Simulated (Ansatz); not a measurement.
`B[SiH](O)[SiH3]` + `CC[TeH]` → `CC[Te][SiH3]` + `B[SiH2]O`  (cleavage of the Si–Si bond)

Isolated molecules relaxed with PBE0-D4/def2-TZVP in Ansatz; ΔE leaves out vibrations. CCSD(T)/CBS is the MP2 limit (def2-TZVPP, def2-QZVPP) plus CCSD(T) − MP2 in def2-TZVPP, frozen cores. DFT in def2-TZVPP. HSE06 is defined as in plane-wave codes. def2 core potentials past Kr. For Te outer-core shells are correlated without core-valence functions, which leaves a few kJ/mol of doubt a bond. Each species was taken in one conformer, which may not be the lowest.

```csv
level,ΔE (kJ/mol),difference from CCSD(T)/CBS
LDA (SPW92),-38.4,19.3
PBE-D4,-42.2,15.5
BHLYP-D4,-57.7,0.0
ωB97X-V,-52.1,5.6
revPBE,-42.5,15.2
BLYP,-45.8,11.9
r2SCAN0,-53.1,4.6
HSE06,-47.9,9.8
LC-ωPBE,-49.7,8.0
HF/def2-SVP,-62.8,-5.1
MP2/def2-SVP,-60.6,-2.9
CCSD/def2-SVP,-52.9,4.8
SCS-MP2/def2-TZVPP,-63.4,-5.7
CCSD/def2-TZVPP,-53.4,4.3
MP2/CBS(def2),-70.3,-12.6
CCSD/CBS(def2),-58.3,-0.6
CCSD(T)/CBS,-57.7,0
```

Largest T1 diagnostic among the species: 0.014.

From PBE to PBE0 (25 % exact exchange), in def2-TZVPP and without D4, ΔE moves by −5.9 kJ/mol. Leaving LDA and LC-ωPBE aside and taking each functional with its dispersion term where it has one, the values, not all of them listed here, spread over 17.5 kJ/mol, from BHLYP-D4 to B97M-V. LDA lies +3.4 kJ/mol from PBE without D4. At CCSD(T), def2-SVP lies +5.6 kJ/mol from the extrapolated value and def2-TZVPP +5.0 kJ/mol.
